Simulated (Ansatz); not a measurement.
C₂H₄FGeNO, SMILES `[OH][GeH]1[NH]C=[C]1F`. Total charge 0; spin multiplicity 1. The geometry is a stationary point of PBE0-D4/def2-TZVP. It is one conformer, not always the lowest.

```xyz
10

O    -1.208    0.573    1.899
Ge   -0.112    0.690    0.521
N    -0.743   -0.138   -1.070
C     0.378   -1.018   -1.020
C     1.039   -0.810    0.128
F     2.017   -1.528    0.668
H    -1.484    1.431    2.230
H     0.349    2.152    0.371
H    -0.801    0.400   -1.928
H     0.565   -1.752   -1.799
```

What is the dipole moment at PBE/def2-TZVPP? (Best estimate.)

The calculation gave: 2.86 D, with components (-0.18, 2.65, -1.07) D in this frame, pointing from negative to positive charge.

And with r2SCAN, B3LYP, ωB97M-V? (Best estimate.)

The calculation gave: r2SCAN 2.98 D, B3LYP 3.07 D, ωB97M-V 3.11 D.

Give the Mulliken charges with PBE, r2SCAN, B3LYP in def2-TZVPP. (Best estimate.)

Ansatz gave: 
| atom | PBE | r2SCAN | B3LYP |
| --- | --- | --- | --- |
| O1 | -0.36 | -0.42 | -0.40 |
| Ge2 | 0.40 | 0.51 | 0.49 |
| N3 | -0.31 | -0.39 | -0.36 |
| C4 | 0.01 | 0.10 | 0.03 |
| C5 | 0.04 | 0.00 | 0.05 |
| F6 | -0.15 | -0.20 | -0.20 |
| H7 | 0.18 | 0.19 | 0.18 |
| H8 | -0.03 | -0.03 | -0.02 |
| H9 | 0.13 | 0.13 | 0.12 |
| H10 | 0.09 | 0.09 | 0.12 |

B3LYP here is the variant with VWN-RPA as its local correlation; programs differ in this.
